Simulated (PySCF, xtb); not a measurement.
hexafluorobutadiene (C₄F₆), SMILES C(C(F)=C(F)F)(F)=C(F)F.

xtb 6.7.1 with GFN2-xTB at its own geometry gives an orbital gap of 3.34 eV and a dipole moment of 0.00 D.

Geometry: ωB97X-D3(BJ)/def2-SVP. The geometry has at least one imaginary mode, so it is a saddle point at that level. Other conformers were not sampled.

Q: What does CAM-B3LYP/def2-SVP (PySCF) give? (Estimate from the structure and the level; the computed values follow.)

A: gap 8.31 eV (levels -8.15 and 0.16 eV), dipole 0.00 D.
